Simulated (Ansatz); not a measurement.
Consider the ligand exchange at the Si–S bond: `CCSS[SiH3]` + `C=C=C(O)Cl` → `C=C=C(Cl)O[SiH3]` + `CCSS`.

Program: Ansatz. Geometries: PBE0-D4/def2-TZVP. ΔE: electronic, gas phase. CCSD(T)/CBS adds triple-zeta CCSD(T) − MP2 to the extrapolated MP2 energy (def2 sets, frozen cores). DFT in def2-TZVPP. Each species was taken in one conformer, which may not be the lowest.

**Question.** Is it downhill or uphill in electronic energy at CCSD(T)/CBS, and by how much? (An estimate is asked.)

**Answer.** The calculation gave: Downhill: ΔE = -6.1 kcal/mol.

**Question.** What do these levels give: r2SCANh-D4, r2SCAN, r2SCANh, CAM-B3LYP, HF/def2-TZVPP, CCSD/def2-TZVPP? (Best estimate.)

**Answer.** Computed: r2SCANh-D4 -5.5, r2SCAN -5.5, r2SCANh -5.6, CAM-B3LYP -8.5, HF/def2-TZVPP -10.3, CCSD/def2-TZVPP -7.5 kcal/mol.

Largest T1 diagnostic among the species: 0.012.

From PBE to PBE0 (25 % exact exchange), in def2-TZVPP and without D4, ΔE moves by −0.8 kcal/mol. In def2-TZVPP, CCSD(T) changes the Hartree–Fock value by +3.6 kcal/mol (the triples alone add +0.8 kcal/mol) and MP2 by +4.0 kcal/mol. Leaving LDA and LC-ωPBE aside and taking each functional with its dispersion term where it has one, the values, not all of them listed here, spread over 5.4 kcal/mol, from CAM-B3LYP-D4 to revPBE-D4.
